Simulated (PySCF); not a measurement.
**Worked example: chemical shift, span and skew from a shielding tensor**

H5NO3Si, SMILES N[Si](O)(O)O. Atoms are numbered in the order given.

```xyz
10

N      1.5912    -0.5831    -0.1390
Si    -0.0145     0.0095    -0.0161
O     -0.0285     1.2826     1.0504
O     -0.6131     0.5823    -1.4427
O     -1.0050    -1.2401     0.4486
H      1.7562    -1.4349    -0.6662
H      2.3433     0.0809    -0.2943
H      0.3730     1.1269     1.9102
H     -1.5121     0.9248    -1.4174
H     -0.7236    -1.7478     1.2153
```

Geometry optimised at ωB97X-D3(BJ)/def2-SVP. The geometry has at least one imaginary mode, so it is a saddle point at that level. Other conformers were not sampled.

GIAO shieldings from PBE/pcSseg-1 run with PySCF, non-relativistic, no solvent. The symmetric part of the tensor of Si2 has the principal values 367.3, 385.4, 410.1 ppm. The same nucleus in TMS has σ = 335.4 ppm at this level (PySCF, at its B3LYP-D3(BJ)/def2-TZVP geometry).

Task: Work out the isotropic shielding, the ²⁹Si shift against TMS, the span and the skew.

Result: 
σ(iso) = (σ11 + σ22 + σ33)/3 = 387.6 ppm. δ = σ(ref) − σ(iso) = 335.4 − (387.6) = -52.2 ppm.
Span Ω = σ33 − σ11 = 42.8 ppm. Skew κ = 3(σ(iso) − σ22)/Ω = 0.15. Tumbling in solution averages the tensor to δ; in a static solid the shielding alone would spread this spin-1/2 line over Ω.
